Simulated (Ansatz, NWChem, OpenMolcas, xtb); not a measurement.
Ligand exchange: CH2Cl2 + AgH → CH3Cl + AgCl

Gas-phase species: CH2Cl2 (dichloromethane) `ClCCl`, singlet; AgH, singlet; CH3Cl (chloromethane) `CCl`, singlet; AgCl (silver chloride), singlet. The partners trade Cl for H: C–Cl and Ag–H bonds give way to C–H and Ag–Cl.

Shapes, held fixed at every level: PBE0-D4/def2-TZVP; AgH at the measured bond length. Programs: Ansatz 0.2.0, NWChem 7.3.0, OpenMolcas 26.06, xtb 6.7.1. A level may come from different programs for different species; with the same settings they agree closely. Electronic energies: no zero-point or thermal term.

| level | kind | ΔE (kJ/mol) |
| --- | --- | --- |
| GFN1-xTB | semi-empirical | -150.6 |
| HF/3-21G | Hartree–Fock | -355.0 |
| wB97M-V/STO-3G | range-separated hybrid | -260.1 |
| MP2/STO-3G | perturbation theory | -264.8 |
| BCCD(T)/STO-3G | coupled cluster or CI | -266.7 |
| CCSDT(Q)/STO-3G | coupled cluster or CI | -267.4 |
| CCSDT/STO-3G | coupled cluster or CI | -266.7 |
| PBE0/def2-SVP | global hybrid | -179.8 |

PBE0/def2-SVP gives ΔE = -179.8 kJ/mol; the levels span -355.0 to -150.6. The median of the levels is -265.8. No measured value is set beside it here. For atoms past krypton def2 sets carry core potentials with scalar relativity. All-electron rows are non-relativistic unless named. Outer-core shells of Ag are correlated, in sets that cover them unevenly. Rows in sets without polarisation functions are far from converged.
